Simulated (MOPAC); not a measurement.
Input file for MOPAC: PM6 on ClH3Se (a complex), monomers drawn apart or pushed together.

```
PM6 1SCF PRECISE CHARGE=0 THREADS=1
ClH3Se

Cl     0.27389745 1    -0.68935308 1    -0.39335070 1
H      0.13762359 1    -0.22667304 1     0.81354992 1
Se    -0.11006682 1     0.87328012 1     4.14668684 1
H      1.32572451 1     0.61805665 1     4.33883404 1
H     -0.44612923 1    -0.49158144 1     4.58002694 1
```

The log:

```
*******************************************************************************
 **                                                                           **
 **                              MOPAC v23.2.5                                **
 **                                                                           **
 *******************************************************************************
 ** MOPAC's Digital Object Identifier: https://doi.org/10.5281/zenodo.6511958 **
 **                                                                           **
 ** Please cite the open-source release paper for use of this MOPAC version:  **
 ** J. E. Moussa and J. J. P. Stewart (2026)                                  **
 ** MOPAC: An open-source semiempirical molecular orbital program             **
 ** J. Open Source Softw., 11(119), 8025, https://doi.org/10.21105/joss.08025 **
 *******************************************************************************

                              PM6 CALCULATION RESULTS

 *******************************************************************************
 *  PM6        - The PM6 Hamiltonian to be used
 *
 *
 *
 *                 CHARGE ON SYSTEM = 0
 *
 *
 *
 *  PRECISE    - TIGHTER CRITERIA TO BE USED
 *  1SCF       - DO 1 SCF AND THEN STOP
 *  THREADS=1  - MULTI-THREADING NOT USED
 *  T=         - A TIME OF 172800.0 SECONDS REQUESTED
 *  DUMP=N     - RESTART FILE WRITTEN EVERY 7200.0 SECONDS REQUESTED
 *******************************************************************************
PM6 1SCF PRECISE CHARGE=0 THREADS=1
 ClH3Se

   ATOM   CHEMICAL          X               Y               Z
  NUMBER   SYMBOL      (ANGSTROMS)     (ANGSTROMS)     (ANGSTROMS)

     1      Cl          0.27389745  *  -0.68935308  *  -0.39335070  *
     2       H          0.13762359  *  -0.22667304  *   0.81354992  *
     3      Se         -0.11006682  *   0.87328012  *   4.14668684  *
     4       H          1.32572451  *   0.61805665  *   4.33883404  *
     5       H         -0.44612923  *  -0.49158144  *   4.58002694  *



          CARTESIAN COORDINATES

    NO.       ATOM           X           Y           Z

     1        Cl          0.2739     -0.6894     -0.3934
     2         H          0.1376     -0.2267      0.8135
     3        Se         -0.1101      0.8733      4.1467
     4         H          1.3257      0.6181      4.3388
     5         H         -0.4461     -0.4916      4.5800

 General Reference for PM6:
 "Optimization of Parameters for Semiempirical Methods V: Modification of NDDO Approximations
 and Application to 70 Elements", J. J. P. Stewart, J. Mol. Mod., 13, 1173-1213 (2007)
 URL: https://link.springer.com/article/10.1007/s00894-007-0233-4

           Empirical Formula: H3 Cl Se  =     5 atoms



      MOLECULAR POINT GROUP   :   Cs


      RHF CALCULATION, NO. OF DOUBLY OCCUPIED LEVELS = 8


 -------------------------------------------------------------------------------
 PM6 1SCF PRECISE CHARGE=0 THREADS=1
 ClH3Se



     1SCF WAS SPECIFIED, SO BFGS WAS NOT USED
     SCF FIELD WAS ACHIEVED


                              PM6 CALCULATION
                                                       MOPAC v23.2.5 Linux




          FINAL HEAT OF FORMATION =        -35.46118 KCAL/MOL =    -148.36957 KJ/MOL


          COSMO AREA              =        113.02 SQUARE ANGSTROMS
          COSMO VOLUME            =         90.14 CUBIC ANGSTROMS

          IONIZATION POTENTIAL    =          9.041247 EV
          HOMO LUMO ENERGIES (EV) =         -9.041  1.183
          NO. OF FILLED LEVELS    =          8
          MOLECULAR WEIGHT        =        117.4367         POINT GROUP:  Cs

          MOLECULAR DIMENSIONS (Angstroms)

            Atom       Atom       Distance
            H     5   Cl     1     5.02912
            H     4   Cl     1     2.05614
            H     5   Se     3     1.00746


          SCF CALCULATIONS        =          1





   ATOM   CHEMICAL          X               Y               Z
  NUMBER   SYMBOL      (ANGSTROMS)     (ANGSTROMS)     (ANGSTROMS)

     1      Cl          0.27389745  *  -0.68935308  *  -0.39335070  *
     2       H          0.13762359  *  -0.22667304  *   0.81354992  *
     3      Se         -0.11006682  *   0.87328012  *   4.14668684  *
     4       H          1.32572451  *   0.61805665  *   4.33883404  *
     5       H         -0.44612923  *  -0.49158144  *   4.58002694  *

                             CARTESIAN COORDINATES

   1   Cl        0.273897450    -0.689353080    -0.393350700
   2    H        0.137623590    -0.226673040     0.813549920
   3   Se       -0.110066820     0.873280120     4.146686840
   4    H        1.325724510     0.618056650     4.338834040
   5    H       -0.446129230    -0.491581440     4.580026940


           Empirical Formula: H3 Cl Se  =     5 atoms



      MOLECULAR POINT GROUP   :   Cs


                  EIGENVALUES
 -26.91500 -23.68198 -16.19684 -14.01691 -13.80636 -11.53307 -11.53270  -9.04125
   1.18260   2.03862   2.20169  89.00766  89.17471  89.17537  90.05138  90.05138


              NET ATOMIC CHARGES AND DIPOLE CONTRIBUTIONS

  ATOM NO.   TYPE          CHARGE      No. of ELECS.   s-Pop       p-Pop       d-Pop
    1         Cl          -0.232491        7.2325     1.98895     5.24181     0.00173
    2          H           0.231630        0.7684     0.76837
    3         Se          -0.139325        6.1393     1.98623     4.15309
    4          H           0.070084        0.9299     0.92992
    5          H           0.070102        0.9299     0.92990
 DIPOLE           X         Y         Z       TOTAL
 POINT-CHG.     0.217    -0.024     1.572     1.587
 HYBRID         0.327    -0.458     0.306     0.641
 SUM            0.544    -0.482     1.878     2.014


          ATOMIC ORBITAL ELECTRON POPULATIONS

     Atom    s        px        py        pz      x^2-y^2     xz        z^2       yz        xy
    1 Cl   1.98895   1.99158   1.90361   1.34662   0.00002   0.00007   0.00107   0.00056   0.00001
    2  H   0.76837
    3 Se   1.98623   1.10223   1.15399   1.89687
    4  H   0.92992
    5  H   0.92990

 **********************
 *                    *
 * JOB ENDED NORMALLY *
 *                    *
 **********************




 == MOPAC DONE ==
```

The run finished.

Cost: about 0.010 core-seconds (a rough figure).
